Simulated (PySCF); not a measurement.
Isomers of C6H13FSi2.

All values: PBE0/pcSseg-1 (PySCF) at GFN2-xTB geometries, gas phase, one conformer each.

Question: Rank by HOMO energy, highest first.
A. `[CH:1]#[C:2][C@H:3]([CH3:4])[CH2:5][SiH2:6][SiH2:7][CH2:8][F:9]` with C2–C3–C5–Si6 -179°, C3–C5–Si6–Si7 43°, C5–Si6–Si7–C8 65°, Si6–Si7–C8–F9 -52°
B. `[CH2:1]=[CH:2][CH2:3][Si@@H:4]1[CH2:5][SiH2:6][C@@H:7]([F:8])[CH2:9]1` with C1–C2–C3–Si4 -101°, C2–C3–Si4–C5 52°, C3–Si4–C5–Si6 -121°, Si4–C5–Si6–C7 -18°, C5–Si6–C7–F8 -79°, Si6–C7–C9–Si4 -43°
C. `[CH2:1]=[CH:2][CH2:3][CH2:4][Si:5]1([F:6])[CH2:7][SiH2:8][CH2:9]1` with C1–C2–C3–C4 -120°, C2–C3–C4–Si5 -177°, C3–C4–Si5–F6 59°

Answer: B (-7.19 eV), C (-7.43 eV), A (-7.64 eV).

Question: Rank by LUMO energy, lowest first.
A. `[CH2:1]=[CH:2][CH2:3][Si@@H:4]1[CH2:5][SiH2:6][C@@H:7]([F:8])[CH2:9]1` with C1–C2–C3–Si4 -101°, C2–C3–Si4–C5 52°, C3–Si4–C5–Si6 -121°, Si4–C5–Si6–C7 -18°, C5–Si6–C7–F8 -79°, Si6–C7–C9–Si4 -43°
B. `[CH:1]#[C:2][C@H:3]([CH3:4])[CH2:5][SiH2:6][SiH2:7][CH2:8][F:9]` with C2–C3–C5–Si6 -179°, C3–C5–Si6–Si7 43°, C5–Si6–Si7–C8 65°, Si6–Si7–C8–F9 -52°
C. `[CH2:1]=[CH:2][CH2:3][CH2:4][Si:5]1([F:6])[CH2:7][SiH2:8][CH2:9]1` with C1–C2–C3–C4 -120°, C2–C3–C4–Si5 -177°, C3–C4–Si5–F6 59°
D. `[CH3:1][C:2]#[C:3][C@@:4]([CH3:5])([SiH3:6])[C@@H:7]([F:8])[SiH3:9]` with C3–C4–C7–F8 -85°

Answer: B (-0.14 eV), A (0.07 eV), C (0.31 eV), D (0.50 eV).

Question: Rank by the lowest Hirshfeld charge on any atom, highest value first.
A. `[CH:1]#[C:2][C@H:3]([CH3:4])[CH2:5][SiH2:6][SiH2:7][CH2:8][F:9]` with C2–C3–C5–Si6 -179°, C3–C5–Si6–Si7 43°, C5–Si6–Si7–C8 65°, Si6–Si7–C8–F9 -52°
B. `[CH3:1][C:2]#[C:3][C@@:4]([CH3:5])([SiH3:6])[C@@H:7]([F:8])[SiH3:9]` with C3–C4–C7–F8 -85°
C. `[CH2:1]=[CH:2][CH2:3][Si@@H:4]1[CH2:5][SiH2:6][C@@H:7]([F:8])[CH2:9]1` with C1–C2–C3–Si4 -101°, C2–C3–Si4–C5 52°, C3–Si4–C5–Si6 -121°, Si4–C5–Si6–C7 -18°, C5–Si6–C7–F8 -79°, Si6–C7–C9–Si4 -43°
D. `[CH2:1]=[CH:2][CH2:3][CH2:4][Si:5]1([F:6])[CH2:7][SiH2:8][CH2:9]1` with C1–C2–C3–C4 -120°, C2–C3–C4–Si5 -177°, C3–C4–Si5–F6 59°

Answer: B (-0.113 e), A (-0.148 e), C (-0.254 e), D (-0.265 e).

All values together:

```
                             SMILES  μ (D)  HOMO (eV)  LUMO (eV)  lowest IAO charge (e)  highest IAO charge (e)  lowest Hirshfeld charge (e)  highest Hirshfeld charge (e)
CC#C[C@@](C)([SiH3])[C@@H](F)[SiH3]   1.88      -7.11       0.50             -0.435 (C)             +0.619 (Si)                   -0.113 (C)                   +0.300 (Si)
     C=CC[Si@@H]1C[SiH2][C@@H](F)C1   1.70      -7.19       0.07             -0.833 (C)             +0.908 (Si)                   -0.254 (C)                   +0.372 (Si)
             C=CCC[Si]1(F)C[SiH2]C1   1.63      -7.43       0.31             -0.868 (C)             +1.328 (Si)                   -0.265 (C)                   +0.465 (Si)
         C#C[C@H](C)C[SiH2][SiH2]CF   1.57      -7.64      -0.14             -0.509 (C)             +0.442 (Si)                   -0.148 (C)                   +0.249 (Si)
```

Conformers: `[CH3:1][C:2]#[C:3][C@@:4]([CH3:5])([SiH3:6])[C@@H:7]([F:8])[SiH3:9]` with C3–C4–C7–F8 -85°; `[CH2:1]=[CH:2][CH2:3][Si@@H:4]1[CH2:5][SiH2:6][C@@H:7]([F:8])[CH2:9]1` with C1–C2–C3–Si4 -101°, C2–C3–Si4–C5 52°, C3–Si4–C5–Si6 -121°, Si4–C5–Si6–C7 -18°, C5–Si6–C7–F8 -79°, Si6–C7–C9–Si4 -43°; `[CH2:1]=[CH:2][CH2:3][CH2:4][Si:5]1([F:6])[CH2:7][SiH2:8][CH2:9]1` with C1–C2–C3–C4 -120°, C2–C3–C4–Si5 -177°, C3–C4–Si5–F6 59°; `[CH:1]#[C:2][C@H:3]([CH3:4])[CH2:5][SiH2:6][SiH2:7][CH2:8][F:9]` with C2–C3–C5–Si6 -179°, C3–C5–Si6–Si7 43°, C5–Si6–Si7–C8 65°, Si6–Si7–C8–F9 -52°.
